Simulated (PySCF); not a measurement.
Gas-phase reaction: MoO3 + O + 2 NH = MoO2(OH)2 + 2 N, at 1600 K and a standard pressure of 1 bar. Level: BLYP/def2-TZVP†.

Computed with PySCF and rigid-rotor harmonic-oscillator thermochemistry at 1 bar. S°(298 K) at PBE0/def2-TZVP differs from the NASA 1993 table for MoO3 (+7 J/mol/K); whether the harmonic model or the table's entry is off was not settled. † marks an energy on the PBE0/def2-TZVP geometry and frequencies. Open shells (unrestricted): O (multiplicity 3, electronic degeneracy 9), NH (multiplicity 3), N (multiplicity 4); the rest are closed-shell singlets. Spin-orbit splitting is ignored; it lowers the true energy and changes the entropy of O. Mo: scalar-relativistic def2 core potential, no spin-orbit coupling. No R ln 2 is added for the mirror-image form of MoO2(OH)2. The harmonic model lacks anharmonicity and excited electronic states, which grow with temperature; levels with a mode under 35 cm⁻¹ are left out. Strong static correlation: MoO3.

```tsv
species	E (Ha)	H(1600 K) − E (kJ/mol)	S°(1600 K) (J/mol/K)
MoO3	-294.04581	136.0	406.2
O	-75.08516	33.3	196.6
NH	-55.22801	68.4	231.8
MoO2(OH)2	-370.59552	279.8	544.2
N	-54.58940	33.3	188.2
```
E: electronic energy; H − E holds the zero-point and thermal terms. 1 Ha = 2625.5 kJ/mol.

Task: Work out ΔH°, ΔS°, ΔG° and log10 K from these numbers.

Result: 1. ΔE = 1×(-370.59552) + 2×(-54.58940) − 1×(-294.04581) − 1×(-75.08516) − 2×(-55.22801) = -0.18733 Ha = -491.8 kJ.
2. Δ(H − E) = 1×(279.8) + 2×(33.3) − 1×(136.0) − 1×(33.3) − 2×(68.4) = 40.3 kJ, so ΔH° = -451.5 kJ.
3. ΔS° = 1×(544.2) + 2×(188.2) − 1×(406.2) − 1×(196.6) − 2×(231.8) = -145.8 J/K; the number of gas molecules changes by -1.
4. ΔG° = ΔH° − TΔS° = -451.5 − 1600×(-145.8)/1000 = -218.2 kJ.
5. log10 K = −ΔG°/(RT ln 10) = 7.12, with RT ln 10 = 30.63 kJ/mol; at standard pressures the products are favoured.
6. A shift of 10 kJ in ΔE would move log10 K by 0.33 here.
For scale, ΔH°(298 K) is -473 kJ at this level, -547 kJ at ωB97M-V/def2-TZVP†, and runs from -670 to -473 kJ over the 18 levels computed.
